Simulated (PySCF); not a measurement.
Computed shifts of a molecule CH₅AlOS, PBE0/pcSseg-1 (PySCF), GIAO, gas phase, equivalent atoms averaged, in ppm (number of nuclei): ¹³C: -10.6 (1). ¹H: 2.49 (1), 1.19 (1), 0.00 (3). References: ¹³C against TMS (σ = 186.3 ppm); ¹H against TMS (σ = 31.56 ppm); ¹⁷O against H2O (σ = 334.2 ppm); ³³S against H2S (σ = 716.7 ppm), references at their B3LYP-D3(BJ)/def2-TZVP geometries, non-relativistic. Geometry optimised at PBE0-D3(BJ)/def2-SVP. The values are those of a single conformer.

Q: Pick the molecule that these values belong to.
A. [CH3][Al]([OH])[SH]
B. C[O][AlH][SH]
C. C[S][AlH][OH]

A: A, [CH3][Al]([OH])[SH]
